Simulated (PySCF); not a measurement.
## Bonds of In to H, F, Cl, Br, N

CCSD(T) in PySCF with def2-TZVPPD on every atom (core potentials on In), for the lowest determinant that a PBE0 search found; no spin–orbit coupling. D0 is De less the harmonic zero-point energy.

| X | state of InX | D0(InX) (eV) | D0(X₂) (eV) |
| --- | --- | --- | --- |
| H | singlet (closed shell) | 2.65 | 4.43 |
| F | singlet (closed shell) | 5.48 | 1.46 |
| Cl | singlet (closed shell) | 4.49 | 2.30 |
| Br | singlet (closed shell) | 4.11 | 2.07 |
| N | triplet (π ↑↑) | 1.62 | 9.27 |

Problem. Give the energy of In + X₂ → InX + X at 0 K for each X.

Solution. H: 4.43 − 2.65 = +1.78 eV; F: 1.46 − 5.48 = -4.02 eV; Cl: 2.30 − 4.49 = -2.19 eV; Br: 2.07 − 4.11 = -2.04 eV; N: 9.27 − 1.62 = +7.65 eV (CCSD(T)/def2-TZVPPD; negative means exothermic).

Problem. Does an atom of F displace Br from InBr?

Solution. InBr + F → InF + Br has ΔE = 4.11 − 5.48 = -1.37 eV at CCSD(T)/def2-TZVPPD, so it is downhill.

Gas-phase diatomics only hint at surface chemistry, where an atom holds several bonds.

Correlated steps freeze the inner cores (0 to 18 orbitals); shallow outer-core shells are correlated. Spin–orbit coupling is left out, which matters for elements this heavy, above all for dissociation energies. Where the molecule has an RHF reference, its open-shell atoms are computed with UHF. States were picked by a PBE0 search and need not be the measured ground states.
